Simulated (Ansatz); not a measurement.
Ansatz (a quantum-chemistry and plane-wave program) input (B2PLYP/def2-TZVPD):

Ansatz 0.2 input:
```yaml
crystal:
  periodic: [false, false, false]
  atoms:
    - {symbol: F, position_ang: [-0.99444064, 1.82184822, 0.05953262]}
    - {symbol: In, position_ang: [-0.23789491, 0.04022490, 0.00464872]}
    - {symbol: F, position_ang: [-1.53945588, -1.39339961, -0.01001758]}
    - {symbol: Cl, position_ang: [2.02717173, -0.34276810, -0.03961309]}
basis:
  gaussian:
    orbitals: def2-TZVPD
hamiltonian:
  xc: {name: B2PLYP}
magnetization: {spin_polarized: false}
correlation: {electrons: outside_noble_gas}
```

End of the output:

```
integrals: 0.21 GiB planned
1295 factors; integrals over basis functions are off by at most 9.0e-4 eV
0.26 GiB of the device are held for the grids
1.35 GiB of device memory are held for the factors and their scratch space
mean field: 1.07 GiB planned
mean field evaluation 1: about -23110.5951 eV, gradient 5.5e1 eV
mean field evaluation 2: about -23110.6985 eV, gradient 5.5e1 eV
mean field evaluation 4: about -23115.3994 eV, gradient 3.4e0 eV
mean field evaluation 8: about -23115.4477 eV, gradient 4.1e-1 eV
mean field evaluation 16: about -23115.4480 eV, gradient 4.8e-5 eV
mean field -23115.44798252 eV, -849.4770451441 hartree, gradient 1.9e-6 eV, S^2 0.000000; 0 other end points of the search recorded, 0 dependent functions left out
16 core orbitals not correlated, not the lowest: weight in the atoms' cores, before any rotation towards them, 0.581 or more for the frozen orbitals, at most 0.427 for the correlated occupied ones
reference -23115.44816411 eV, -849.4770518175 hartree; 12, 12 occupied and 154, 154 virtual orbitals, 1295 factors
second order -25.33640164 eV of doubles, -0.00000000 eV of singles
Total energy: -23122.28899255 eV, -849.7284476259 hartree
```
